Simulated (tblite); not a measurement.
Species: C7H11N2P.
Z-matrix (Å and degrees, GFN2-xTB geometry), rows numbered from 1:
```
C 
C   1  1.4904
N   2  1.3081  1  120.03
N   3  1.3223  2  111.24  1   179.21
C   4  1.4343  3  118.57  2  -179.64
C   5  1.5420  4  116.47  3   127.89
C   6  1.5367  5   89.84  4   126.36
C   7  1.5368  6   89.99  5    -6.51
C   4  1.3439  3  115.75  2     0.04
P   9  1.7198  4  112.50  3    -0.04
H   1  1.0904  2  110.07  3  -100.50
H   1  1.0872  2  109.73  3    19.00
H   1  1.0882  2  110.47  3   140.16
H   5  1.0909  4  105.96  3    -0.12
H   6  1.0879  5  112.79  4    10.39
H   6  1.0872  5  114.92  4  -115.06
H   7  1.0869  6  113.41  5   109.06
H   7  1.0874  6  115.25  5  -124.71
H   8  1.0873  5  114.85  4   115.38
H   8  1.0879  5  112.93  4   -10.11
H   9  1.0750  4  119.84  3   179.81
```

Computed with GFN2-xTB (tblite): harmonic, unscaled wavenumbers at the GFN2-xTB geometry, gas phase. This tight-binding method is rough: wavenumbers can miss measured ones by several per cent, in bad cases by 10 to 20. One conformer, not necessarily the lowest.

Harmonic wavenumbers (cm⁻¹): 34.5, 42.8, 53.2, 117.1, 183.7, 240.2, 273.5, 356.5, 388.2, 488.8, 534.1, 583.7, 599.3, 703.6, 746.6, 755.5, 801.5, 812.0, 929.1, 948.3, 986.9, 1003.2, 1021.9, 1029.8, 1041.9, 1068.8, 1071.7, 1113.7, 1168.2, 1185.5, 1187.4, 1218.1, 1223.5, 1240.4, 1243.8, 1258.4, 1268.9, 1355.4, 1390.9, 1400.6, 1460.9, 1468.5, 1469.0, 1470.2, 1491.4, 1507.6, 2988.4, 2992.0, 3008.6, 3016.6, 3023.2, 3024.9, 3027.1, 3028.0, 3035.8, 3040.2, 3120.7.

A = 2918, B = 671.9, C = 600.4 MHz; mass 154.066 u (most abundant isotopes); point group C1, symmetry number 1.

**Question.** What is the zero-point energy?

**Answer.** Half the sum of the wavenumbers: 37622 cm⁻¹ = 450.06 kJ/mol.

**Question.** What is S at 500 K and 1 bar for an ideal gas of classical rigid rotors and harmonic oscillators?

**Answer.** Translation 182.43, rotation 131.93, vibration 219.25: S = 533.6 J/(mol K).

**Question.** And Cp and H(500 K) − H(0)?

**Answer.** Cp = 254.48 J/(mol K), of which vibrations give 221.22 (their classical limit is 57 R = 473.9); H(500 K) − H(0) = 71.22 kJ/mol without the zero-point energy, 54.59 from vibrations.

**Question.** Which modes carry the vibrational entropy at 500 K?

**Answer.** 34.5 cm⁻¹: 27.52; 42.8 cm⁻¹: 25.73; 53.2 cm⁻¹: 23.93; 117.1 cm⁻¹: 17.40; 183.7 cm⁻¹: 13.71; 240.2 cm⁻¹: 11.55 J/(mol K); the other 51 give 99.41 together.

**Question.** How do the functions run with temperature in this model?

**Answer.** 
```json
{"T (K)": "150", "S (J/(mol K))": "343.0", "Cp (J/(mol K))": "95.4", "H − H(0) (kJ/mol)": "10.15", "G − H(0) (kJ/mol)": "-41.30", "ln q(vib)": "4.12"}
{"T (K)": "250", "S (J/(mol K))": "401.0", "Cp (J/(mol K))": "137.4", "H − H(0) (kJ/mol)": "21.69", "G − H(0) (kJ/mol)": "-78.57", "ln q(vib)": "6.76"}
{"T (K)": "298.15", "S (J/(mol K))": "427.2", "Cp (J/(mol K))": "161.1", "H − H(0) (kJ/mol)": "28.87", "G − H(0) (kJ/mol)": "-98.51", "ln q(vib)": "8.00"}
{"T (K)": "400", "S (J/(mol K))": "481.7", "Cp (J/(mol K))": "211.3", "H − H(0) (kJ/mol)": "47.87", "G − H(0) (kJ/mol)": "-144.80", "ln q(vib)": "10.62"}
{"T (K)": "600", "S (J/(mol K))": "583.3", "Cp (J/(mol K))": "290.0", "H − H(0) (kJ/mol)": "98.50", "G − H(0) (kJ/mol)": "-251.45", "ln q(vib)": "15.87"}
{"T (K)": "900", "S (J/(mol K))": "716.0", "Cp (J/(mol K))": "363.1", "H − H(0) (kJ/mol)": "197.47", "G − H(0) (kJ/mol)": "-446.94", "ln q(vib)": "23.57"}
```

q(vib) and H(0) count from the zero-point level.

**Question.** Blend soft modes into free rotors: weight 1/[1 + (100 cm⁻¹/ν̃)⁴] for the oscillator and the rest for a rotor with moment μB/(μ + B), μ = h/(8π²ν), B = 10⁻⁴⁴ kg m². What vibrational entropy results?

**Answer.** 194.27 J/(mol K) in place of 219.25, which changes −T·S at 500 K by +12.49 kJ/mol.

Hindered rotation and anharmonicity are outside this model. Other conformers, if any are populated, would add a mixing term that is left out. The structure is chiral; the term R ln 2 for an equal mix with its mirror image is left out.
